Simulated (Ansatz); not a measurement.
Harmonic frequencies (cm⁻¹) at PBE0-D4/def2-TZVP from Ansatz: 128, 152, 168, 263, 356, 434, 610, 662, 722, 744, 792, 904, 929, 972, 1083, 1247, 1292, 1655, 1879, 1941, 3274.

Question: Which molecule is it?
A. `O=C1C=C(I)C(=O)O1`
B. `Fc1ccc[se]1`
C. `Brc1ccco1`
D. `O=c1occo1`

Answer: A.
